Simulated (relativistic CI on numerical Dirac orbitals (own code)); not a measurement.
## Energy levels of Ge¹⁶⁺

Computed by Dirac-Coulomb-Breit CI, KLI orbitals optimised for each configuration, QED by a radiative potential, unscaled Slater integrals (own radial code, finite nucleus).

CI space (outside the closed core [Ne]): 3s2 3p4, 3s 3p5, 3s2 3p3 3d, 3p6, 3s 3p4 3d, 3p5 3d, 3s 3p3 3d2, 3s2 3p3 4s, 3s2 3p2 3d 4p, 3p5 4s, 3s2 3p3 4p, 3p5 4p, 3s 3p3 3d 4s, 3s2 3p3 4d, 3s 3p4 4s, 3s2 3p3 4f, 3s 3p4 4p, 3p4 3d 4p, 3s 3p4 4d, 3s 3p4 4f, 3s2 3p3 5s, 3s2 3p3 5p, 3s2 3p2 4s 4p, 3s2 3p3 5d, 3s2 3p3 5f, 3s2 3p3 5g, 3s 3p3 4s2, 3s 3p4 5s, 3s2 3p2 3d2, 3s2 3p 3d3, 3s 3p2 3d3, 3s2 3p 3d2 4s, 3s2 3p 3d2 4p, 3s2 3p 3d2 4d, 3p4 3d2, 3p3 3d3, 3p3 3d2 4s, 3p3 3d2 4p, 3p3 3d2 4d, 3s2 3p2 3d 4s, 3s 3p2 3d2 4s, 3s2 3p 3d 4s2, 3s2 3p 3d 4s 4p, 3s2 3p 3d 4s 4d, 3p4 3d 4s, 3p3 3d 4s2, 3p3 3d 4s 4p, 3p3 3d 4s 4d, 3s2 3p2 4s2, 3s 3p2 3d 4s2, 3s2 3p 4s2 4p, 3s2 3p 4s2 4d, 3s2 3p2 4p2, 3s2 3p 3d 4p2, 3s 3p2 3d 4p2, 3s2 3p 4s 4p2, 3s2 3p 4p3, 3s2 3p 4p2 4d, 3s 3p3 4s 4p, 3s 3p2 3d 4s 4p, 3s 3p2 4s2 4p, 3s 3p2 4s 4p2, 3s 3p2 4s 4p 4d. Double excitations out of closed p, d and f shells are left out; levels of such configurations are missing from the list, as are those of other unlisted configurations, and high levels can miss mixing partners. These lack a partner that the ground configuration has and come out too high: 3s2 3p3 4f, 3s 3p4 4p, 3s 3p4 4d, 3s 3p4 4f, 3s2 3p3 5s.

The lowest level is 3s2 3p4 3P_2, with 87 % of that term; Hund's rules for 3s2 3p4 give 3P with J = 2, in agreement.

```csv
No.,Configuration,Term,J,E (cm⁻¹),%,Landé g,Lifetime (s),jj configuration (%)
1,3s2 3p4,3P,2,0,87,1.445,,3p3/2^2 (90)
2,3s2 3p4,3P,0,34029,77,,3.78e+00,3p3/2^2 (76)
3,3s2 3p4,3P,1,41252,97,1.500,7.10e-04,3p1/2 3p3/2^3 (97)
4,3s2 3p4,1D,2,74731,86,1.053,5.90e-04,3p1/2 3p3/2^3 (90)
5,3s2 3p4,1S,0,148902,76,,7.22e-05,3p3/2^4 (75)
6,3s 3p5,3P°,2,431616,79,1.499,1.65e-10,3s 3p3/2^3 (79)
7,3s 3p5,3P°,1,457430,74,1.473,1.41e-10,3s 3p3/2^3 (42)
8,3s 3p5,3P°,0,478120,78,,1.53e-10,3s 3p1/2 3p3/2^4 (78)
9,3s 3p5,1P°,1,555219,52,1.024,6.46e-11,3s 3p1/2 3p3/2^4 (34)
10,3s2 3p3 3d,5D°,0,573146,91,,1.38e-09,3p3/2 3d3/2 (43)
11,3s2 3p3 3d,5D°,2,573500,85,1.434,2.16e-09,3p3/2 3d3/2 (44)
12,3s2 3p3 3d,5D°,3,573826,82,1.453,5.99e-09,3p3/2 3d3/2 (28)
13,3s2 3p3 3d,5D°,1,574243,93,1.484,1.06e-09,3p1/2 3p3/2^2 3d3/2 (48)
14,3s2 3p3 3d,5D°,4,578843,89,1.475,7.17e-03,3p3/2 3d5/2 (45)
15,3s2 3p3 3d,3D°,2,603690,45,1.022,2.24e-09,3p3/2 3d5/2 (49)
16,3s2 3p3 3d,3D°,3,620404,65,1.292,3.16e-07,3p1/2 3p3/2^2 3d5/2 (77)
17,3s2 3p3 3d,3D°,1,624686,94,0.528,3.44e-09,3p1/2 3p3/2^2 3d5/2 (43)
18,3s2 3p3 3d,3F°,2,629341,57,0.880,2.91e-09,3p1/2 3p3/2^2 3d3/2 (76)
19,3s2 3p3 3d,1S°,0,634799,89,,6.31e-09,3p1/2 3p3/2^2 3d5/2 (43)
20,3s2 3p3 3d,3F°,3,636409,68,1.132,8.53e-09,3p1/2 3p3/2^2 3d3/2 (67)
21,3s2 3p3 3d,3F°,4,648156,76,1.223,1.01e-03,3p1/2 3p3/2^2 3d5/2 (63)
22,3s2 3p3 3d,3G°,3,662392,75,0.826,9.86e-10,3p3/2 3d3/2 (32)
23,3s2 3p3 3d,3G°,4,670493,60,1.124,1.45e-03,3p1/2 3p3/2^2 3d5/2 (55)
24,3s2 3p3 3d,3G°,5,680020,98,1.199,4.04e-03,3p1/2 3p3/2^2 3d5/2 (98)
25,3s2 3p3 3d,1G°,4,683235,78,1.028,1.35e-03,3p1/2 3p3/2^2 3d3/2 (70)
26,3s2 3p3 3d,1D°,2,698072,65,0.997,3.15e-10,3p1/2 3p3/2^2 3d3/2 (56)
27,3s2 3p3 3d,3D°,1,703657,93,0.528,1.57e-10,3p1/2 3p3/2^2 3d3/2 (32)
28,3s2 3p3 3d,3P°,0,714782,86,,4.91e-09,3p3/2 3d3/2 (33)
29,3s2 3p3 3d,3P°,1,718091,83,1.475,7.98e-11,3p3/2 3d5/2 (25)
30,3s2 3p3 3d,3D°,2,727064,70,1.100,9.55e-10,3p1/2 3p3/2^2 3d5/2 (64)
```

Energies count from the lowest computed level; ° marks odd parity; lifetimes are radiative, by E1, M1, E2, M2, E3 decay to levels of this space only. Filled j subshells are mostly left out of the jj labels.

The mean weight of the leading LS term, summed over parents, in these 30 levels is 78 %, and that of the leading jj configuration (from the same eigenvectors) 58 %, so LS coupling describes them better.

At this charge energies of transitions that change n are usually good to better than 1 %, and those within a shell (Δn = 0) to a few per cent.

LS names give the leading component of a level, which can be under half, so a name can repeat, a term be missing and a line seem to break the LS rules.
